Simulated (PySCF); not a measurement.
Gas-phase reaction: HfCl₃OH + OH ⇌ HfCl₂(OH)₂ + Cl. Level: M06-2X/def2-TZVP†; standard pressure 1 bar.

Computed with PySCF and rigid-rotor harmonic-oscillator thermochemistry at 1 bar. † marks an energy on the PBE0/def2-TZVP geometry and frequencies. Open shells (unrestricted): OH (multiplicity 2, electronic degeneracy 4), Cl (multiplicity 2, electronic degeneracy 6); the rest are closed-shell singlets. Spin-orbit splitting is ignored; it lowers the true energy and changes the entropy of OH, Cl. Hf: scalar-relativistic def2 core potential, no spin-orbit coupling. HfCl₃OH, HfCl₂(OH)₂: computed as isolated molecules; such fragments, hydroxides, amides, oligomers or adducts are transient or little studied in the gas. The harmonic model lacks anharmonicity and excited electronic states, which grow with temperature; levels with a mode under 35 cm⁻¹ are left out. Soft modes under 120 cm⁻¹ make the harmonic entropy rough for HfCl₃OH, HfCl₂(OH)₂.

```tsv
T (K)	1000/T (1/K)	log10 K
600	1.6667	3.41
800	1.2500	2.54
1000	1.0000	2.03
1200	0.8333	1.70
1400	0.7143	?
1600	0.6250	1.32
```

Question: Fit log10 K = a + b·(1000/T) to the five rows, get the mean ΔH° and ΔS°, and predict log10 K at 1400 K.

Answer: Means: 1000/T = 1.0750, log10 K = 2.200. Sums of products about the means: Sxy = 1.30506, Sxx = 0.647278, so b = Sxy/Sxx = 2.02 and a = 2.200 − (2.02)×1.0750 = 0.03.
ΔH° = −R ln 10 × 1000 K × b = −19.145 × (2.02) = -39 kJ; ΔS° = R ln 10 × a = 1 J/K. The run's own values go from -41 kJ and -3 J/K at 600 K to -34 kJ and 4 J/K at 1600 K.
Prediction at 1400 K: 0.03 + (2.02)×0.7143 = 1.47. The computed value is 1.48, 0.01 from the line.
For scale, ΔH°(298 K) is -43 kJ at this level, -39 kJ at ωB97M-V/def2-TZVP†, and runs from -70 to -10 kJ over the 17 levels computed.
